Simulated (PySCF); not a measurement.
C₄H₇ClSi. Atoms are numbered in the order given.

```xyz
13

Si    -2.5342    -0.0415     0.3344
C     -0.7684     0.1821     0.9858
C      0.1471     1.0883     0.1683
C      0.9813     0.0806    -0.1354
Cl     2.4090    -0.0406    -1.0942
C      0.2417    -0.9819     0.6367
H     -3.2552    -1.0787     1.1313
H     -2.4793    -0.4713    -1.0935
H     -3.2878     1.2437     0.4293
H     -0.7914     0.4187     2.0649
H      0.1137     2.1493    -0.0824
H      0.7776    -1.3954     1.5054
H     -0.1631    -1.8111     0.0330
```
Charge 0, spin multiplicity 1.

Geometry: B3LYP-D3(BJ)/def2-SVP. The structure was generated by enumeration; whether it is a known compound was not checked.

These are PBE/def2-TZVP (PySCF) values and carry that method's errors.

ESP charges are fitted to the potential on shells at 1.4 to 2.0 van der Waals radii. Atomic charges (e):

| atom | Mulliken | IAO | ESP fit |
|---|---|---|---|
| Si1 | 0.10 | 0.55 | 0.06 |
| C2 | -0.06 | -0.36 | 0.16 |
| C3 | -0.17 | -0.18 | -0.34 |
| C4 | ___ | -0.04 | 0.14 |
| Cl5 | -0.09 | 0.00 | -0.08 |
| C6 | -0.14 | -0.26 | -0.44 |
| H7 | ___ | -0.11 | -0.04 |
| H8 | ___ | -0.11 | -0.01 |
| H9 | ___ | -0.11 | -0.03 |
| H10 | ___ | 0.15 | 0.06 |
| H11 | ___ | 0.16 | 0.19 |
| H12 | ___ | 0.16 | 0.17 |
| H13 | ___ | 0.15 | 0.17 |

Question: Some entries are withheld; supply them. (The exact figures need the calculation; the answer reports its results.)

Answer: 
- C4, Mulliken: -0.01
- H7, Mulliken: -0.03
- H8, Mulliken: -0.02
- H9, Mulliken: -0.02
- H10, Mulliken: 0.10
- H11, Mulliken: 0.12
- H12, Mulliken: 0.11
- H13, Mulliken: 0.11

Question: Give the Mayer and Wiberg (Löwdin basis) orders of the bonds. (The exact figures need the calculation; the answer reports its results.)

Answer: 
| bond | Mayer | Wiberg |
|---|---|---|
| Si1–C2 | 0.95 | 1.11 |
| C2–C3 | 0.98 | 1.15 |
| C3–C4 | 1.70 | 1.89 |
| C4–Cl5 | 1.14 | 1.77 |
| C2–C6 | 1.04 | 1.07 |
| C4–C6 | 1.06 | 1.19 |
| Si1–H7 | 0.94 | 0.95 |
| Si1–H8 | 0.94 | 0.95 |
| Si1–H9 | 0.95 | 0.95 |
| C2–H10 | 0.89 | 0.81 |
| C3–H11 | 0.97 | 0.87 |
| C6–H12 | 0.90 | 0.86 |
| C6–H13 | 0.92 | 0.85 |
